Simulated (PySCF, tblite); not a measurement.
Compound: C2H10OSSi2.
Cartesian coordinates in Å at the GFN2-xTB level; atoms count from 1:
```
atom  x, y, z in Å
C1     2.6507   -0.1781   -0.4731
O2     1.7204    0.8534   -0.3039
Si3    0.7741    1.1917    0.9659
S4    -0.4325   -0.5079    1.4769
C5    -1.0903   -0.9753   -0.1736
Si6   -2.7719   -0.1447   -0.4894
H7     3.5670    0.0439    0.0781
H8     2.8801   -0.2530   -1.5369
H9     2.2512   -1.1318   -0.1195
H10    1.4832    1.4476    2.2084
H11    0.0059    2.2720    0.3820
H12   -0.3443   -0.7101   -0.9189
H13   -1.1759   -2.0599   -0.1525
H14   -3.6958   -0.5496    0.5659
H15   -3.2359   -0.5968   -1.8039
H16   -2.5936    1.3075   -0.4855
```

The calculation used PBE0/def2-SVPD in PySCF (dipole) on a GFN2-xTB geometry, gas phase.

Masses are those of the commonest isotopes; rigid-rotor values at the optimised geometry. The values belong to one conformer with, in the numbering `[CH3:1][O:2][SiH2:3][S:4][CH2:5][SiH3:6]`, C1–O2–Si3–S4 -56°, O2–Si3–S4–C5 -48°, Si3–S4–C5–Si6 -93°.

(1) Give the principal moments of inertia and the rotational constants in GHz.

(2) Classify the top.

(3) What does the inertial defect say?

(4) Give the other two planar moments, Paa and Pbb, and the rms extents of the mass along the axes.

(5) Where do the levels up to J = 3 lie, in K?

(6) Which types of transition are allowed, and where do some lines up to J = 5 fall?

(7) Estimate the classical rotational partition function at 25 K, 50 K and 100 K.

## Answers

(1) Ia = 170.85, Ib = 529.38, Ic = 561.71 u·Å²; 505379 MHz·u·Å²/I gives 2958, 954.7 and 899.7 MHz, that is A = 2.9581, B = 0.9547, C = 0.8997 GHz.

(2) A near-prolate asymmetric top. Ray's parameter κ = (2B − A − C)/(A − C) = -0.947; −1 is the prolate and +1 the oblate limit.

(3) Not planar: Δ = Ic − Ia − Ib = -138.52 u·Å². For a rigid frame Δ = −2 Σ m c², so Σ m c² = 69.26 u·Å² lies off the ab plane: 15.49 from hydrogen and 53.77 from heavier atoms. The atom farthest from that plane is 2.08 Å away.

(4) Paa = Σ m a² = (Ib + Ic − Ia)/2 = 460.12 and Pbb = Σ m b² = (Ia + Ic − Ib)/2 = 101.59 u·Å². With the mass M = 138.00 u, the rms extents √(P/M) along a, b and c are 1.83, 0.86, 0.71 Å.

(5) Above 0(0,0), as E/k:
J = 1: 1(0,1) 0.089, 1(1,1) 0.185, 1(1,0) 0.188
J = 2: 2(0,2) 0.267, 2(1,2) 0.360, 2(1,1) 0.368, 2(2,1) 0.657, 2(2,0) 0.657
J = 3: 3(0,3) 0.534, 3(1,3) 0.623, 3(1,2) 0.639, 3(2,2) 0.924, 3(2,1) 0.924, 3(3,1) 1.411, 3(3,0) 1.411
The levels of one J sum to (2J + 1)J(J + 1)(A + B + C)/3.

(6) The dipole components are |μa| = 0.73 D, |μb| = 1.16 D, |μc| = 0.66 D. Intensities carry the squares of the components, which stand as 0.40 : 1.00 : 0.33 (a : b : c). Some lines, for components of 0.1 D or more:

```csv
type,branch,"J(Ka,Kc)",MHz,lower level (cm⁻¹)
b,R,"2(0,2) ← 1(1,1)",1704,0.129
b,Q,"1(1,0) ← 1(0,1)",2058,0.062
b,R,"3(0,3) ← 2(1,2)",3609,0.251
a,R,"2(0,2) ← 1(0,1)",3708,0.062
a,R,"3(0,3) ← 2(0,2)",5559,0.186
b,Q,"5(2,3) ← 5(1,4)",5724,1.009
b,Q,"3(2,1) ← 3(1,2)",5934,0.444
c,Q,"2(2,1) ← 2(1,1)",6010,0.256
a,R,"4(0,4) ← 3(0,3)",7406,0.371
a,R,"4(3,1) ← 3(3,0)",7420,0.981
c,R,"2(2,0) ← 1(1,0)",9775,0.131
c,Q,"4(3,2) ← 4(2,2)",10142,0.890
b,Q,"3(3,0) ← 3(2,1)",10150,0.642
b,R,"3(2,2) ← 2(1,1)",11573,0.256
c,R,"3(2,1) ← 2(1,1)",11579,0.256
c,R,"3(2,2) ← 2(1,2)",11738,0.251
c,R,"4(2,3) ← 3(1,3)",13675,0.433
b,R,"4(2,2) ← 3(1,3)",13692,0.433
c,R,"5(2,4) ← 4(1,4)",15639,0.677
b,R,"5(2,3) ← 4(1,4)",15678,0.677
b,R,"4(3,1) ← 3(2,2)",17575,0.642
b,R,"5(3,3) ← 4(2,2)",19417,0.890
b,R,"5(4,2) ← 4(3,1)",23489,1.228
```

(7) Point group C1, symmetry number σ = 1; q = (√π/σ)·√((kT/h)³/(ABC)), k/h = 20836.6 MHz/K: 13200 at 25 K, 37400 at 50 K, 106000 at 100 K.

Its GFN2-xTB frequencies are all real (lowest 34 cm⁻¹). Constants of a rigid frame at the computed geometry: no zero-point averaging, no centrifugal distortion. A rigid rotor knows nothing of internal rotation, which can split or shift real lines.
